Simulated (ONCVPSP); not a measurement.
Reading a pseudo-wave (Sc)

Columns: radius, all-electron u(r) and pseudo u(r) of the 3p shell (level -33.55 eV) of scandium in the configuration [Ne] 3s2 3p6 3d1 4s2; PBEsol, scalar-relativistic, ONCV scheme, ONCVPSP 4.0.1.

```csv
r (bohr),all-electron,pseudo
0.110,-0.3935,0.0362
0.220,-0.4803,0.1383
0.330,-0.2114,0.2891
0.440,0.1615,0.4645
0.550,0.4972,0.6383
0.660,0.7460,0.7879
0.770,0.9019,0.8979
0.880,0.9779,0.9611
0.990,0.9933,0.9788
1.100,0.9663,0.9581
1.210,0.9122,0.9089
1.320,0.8426,0.8417
1.430,0.7656,0.7654
1.540,0.6869,0.6868
1.650,0.6103,0.6102
1.760,0.5380,0.5379
1.870,0.4713,0.4713
1.980,0.4108,0.4108
2.090,0.3567,0.3567
2.200,0.3087,0.3087
2.310,0.2664,0.2664
2.420,0.2295,0.2295
2.530,0.1973,0.1973
2.640,0.1694,0.1694
2.750,0.1453,0.1453
2.860,0.1244,0.1244
```

Problem. How many radial nodes do the two functions have?

Solution. The all-electron 3p function has n − l − 1 = 1; the pseudo-wave has 0, since the states of the same l below it are removed with the core.

Problem. At about which radius was the pseudo-wave matched?

Solution. 1.55 bohr. The columns agree to 0.0005 from 1.43 bohr on; several derivatives are matched, so the curves merge somewhat inside the radius.

Problem. Is the pseudo-wave norm-conserving?

Solution. Yes: the ONCV scheme keeps the norm inside the radius equal to the all-electron one, which fixes the energy derivative of the logarithmic derivative at the level.
